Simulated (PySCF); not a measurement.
Species: C₉H₁₀Si.
Geometry (PBE0-D3(BJ)/def2-SVP, Å), atoms numbered from 1 in this order:
```
atom  x, y, z in Å
C1     2.238    2.539   -0.334
C2     1.707    1.451   -0.257
C3     1.130    0.143   -0.176
C4     2.000   -0.957   -0.272
C5     1.499   -2.249   -0.207
C6     0.132   -2.455   -0.046
C7    -0.755   -1.379    0.054
C8    -2.224   -1.646    0.229
C9    -0.261   -0.057   -0.009
Si10  -1.478    1.381    0.127
H11    2.697    3.508   -0.399
H12    3.069   -0.777   -0.401
H13    2.177   -3.103   -0.283
H14   -0.261   -3.474    0.004
H15   -2.594   -1.243    1.186
H16   -2.819   -1.173   -0.569
H17   -2.439   -2.723    0.214
H18   -2.254    1.267    1.401
H19   -0.785    2.696    0.096
H20   -2.463    1.320   -0.999
```

Method used: PySCF 2.14.0, PBE0-D3(BJ)/def2-SVP geometry optimisation, gas phase.

Take the most abundant isotopes and a rigid rotor. 

Task: Give the principal moments of inertia and the rotational constants in MHz.

Result: Ia = 348.78, Ib = 439.90, Ic = 779.66 u·Å²; 505379 MHz·u·Å²/I gives A = 1449, B = 1149, C = 648.2 MHz.

Task: Classify the top.

Result: An asymmetric top: κ = (2 × 1149 − 1449 − 648.2)/(1449 − 648.2) = 0.25.

Task: What does the inertial defect say?

Result: Not planar: Δ = Ic − Ia − Ib = -9.02 u·Å². For a rigid frame Δ = −2 Σ m c², so Σ m c² = 4.51 u·Å² lies off the ab plane, practically all of it from hydrogen. The atom farthest from that plane is 1.23 Å away.

Task: Give the other two planar moments, Paa and Pbb, and the rms extents of the mass along the axes.

Result: Paa = Σ m a² = (Ib + Ic − Ia)/2 = 435.39 and Pbb = Σ m b² = (Ia + Ic − Ib)/2 = 344.27 u·Å². With the mass M = 146.06 u, the rms extents √(P/M) along a, b and c are 1.73, 1.54, 0.18 Å.

Task: List the rotational levels J(Ka,Kc) to J = 3 (MHz).

Result: Above 0(0,0):
J = 1: 1(0,1) 1797, 1(1,1) 2097, 1(1,0) 2598
J = 2: 2(0,2) 5091, 2(1,2) 5191, 2(1,1) 6693, 2(2,1) 7593, 2(2,0) 7894
J = 3: 3(0,3) 9654, 3(1,3) 9676, 3(1,2) 12541, 3(2,2) 12984, 3(2,1) 14113, 3(3,1) 15892, 3(3,0) 16031
The levels of one J sum to (2J + 1)J(J + 1)(A + B + C)/3.

Task: Predict some low-J microwave lines.

Result: The dipole components are |μa| = 0.93 D, |μb| = 0.56 D, |μc| = 0.00 D. The squared components, which scale the intensities, stand as 1.00 : 0.36 : 0.00 (a : b : c). Some lines, for components of 0.1 D or more:

```tsv
type	branch	J(Ka,Kc)	MHz	lower level (cm⁻¹)
a	Q	2(2,0) ← 2(2,1)	301	0.253
b	Q	1(1,0) ← 1(0,1)	801	0.060
b	Q	3(2,1) ← 3(1,2)	1572	0.418
b	Q	3(3,0) ← 3(2,1)	1918	0.471
b	R	1(1,1) ← 0(0,0)	2097	0.000
b	Q	2(2,1) ← 2(1,2)	2402	0.173
a	Q	3(1,2) ← 3(1,3)	2865	0.323
b	Q	3(1,2) ← 3(0,3)	2887	0.322
b	Q	3(3,1) ← 3(2,2)	2907	0.433
b	R	2(0,2) ← 1(1,1)	2993	0.070
a	R	2(1,2) ← 1(1,1)	3093	0.070
a	R	2(0,2) ← 1(0,1)	3294	0.060
b	Q	3(2,2) ← 3(1,3)	3308	0.323
a	R	2(1,1) ← 1(1,0)	4095	0.087
b	R	3(0,3) ← 2(1,2)	4463	0.173
a	R	3(1,3) ← 2(1,2)	4485	0.173
b	R	3(1,2) ← 2(2,1)	4948	0.253
b	R	2(2,1) ← 1(1,0)	4995	0.087
a	R	3(2,2) ← 2(2,1)	5391	0.253
a	R	3(1,2) ← 2(1,1)	5848	0.223
a	R	3(2,1) ← 2(2,0)	6220	0.263
b	R	3(3,0) ← 2(2,1)	8438	0.253
b	R	3(2,1) ← 2(1,2)	8922	0.173
```

Whether it is a minimum is left open (no frequencies). Zero-point vibration and centrifugal distortion are left out. A rigid rotor knows nothing of internal rotation, which can split or shift real lines.
